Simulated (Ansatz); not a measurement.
`C[SiH2]CBr` + `B[Se]C=C` → `B[Se][SiH2]C` + `C=CCBr`  (formal exchange of groups at the Si–C bond)

Gas-phase electronic energies from Ansatz, PBE0-D4/def2-TZVP geometries. CCSD(T)/CBS adds triple-zeta CCSD(T) − MP2 to the extrapolated MP2 energy (def2 sets, frozen cores). Functionals use def2-TZVPP. B3LYP here is the variant with VWN-RPA as its local correlation; programs differ in this. For Br, Se outer-core shells are correlated without core-valence functions, which leaves a few kJ/mol of doubt a bond. Scalar relativity is left out up to krypton. One conformer a species, not always the lowest.

```
             level  ΔE (kJ/mol)  difference from CCSD(T)/CBS
            PBE-D4        -66.2                          3.5
         r2SCAN-D4        -68.0                          1.7
           PBE0-D4        -70.7                         -1.0
          B3LYP-D4        -67.7                          2.0
           ωB97X-V        -67.8                          1.9
           ωB97M-V        -67.5                          2.2
            B2PLYP        -67.2                          2.5
               PBE        -66.0                          3.7
            r2SCAN        -67.8                          1.9
              PBE0        -70.5                         -0.8
             B3LYP        -67.5                          2.2
     HF/def2-TZVPP        -79.0                         -9.3
    MP2/def2-TZVPP        -67.4                          2.3
SCS-MP2/def2-TZVPP        -66.7                          3.0
   CCSD/def2-TZVPP        -67.3                          2.4
CCSD(T)/def2-TZVPP        -65.6                          4.1
     HF/def2-QZVPP        -78.7                         -9.0
    MP2/def2-QZVPP        -69.6                          0.1
SCS-MP2/def2-QZVPP        -68.7                          1.0
      HF/CBS(def2)        -78.6                         -8.9
     MP2/CBS(def2)        -71.5                         -1.8
    CCSD/CBS(def2)        -71.4                         -1.7
       CCSD(T)/CBS        -69.7                            0
```

Largest T1 diagnostic among the species: 0.013.

In def2-TZVPP, CCSD(T) changes the Hartree–Fock value by +13.4 kJ/mol (the triples alone add +1.7 kJ/mol) and MP2 by +11.6 kJ/mol. From PBE to PBE0 (25 % exact exchange), in def2-TZVPP and without D4, ΔE moves by −4.5 kJ/mol.
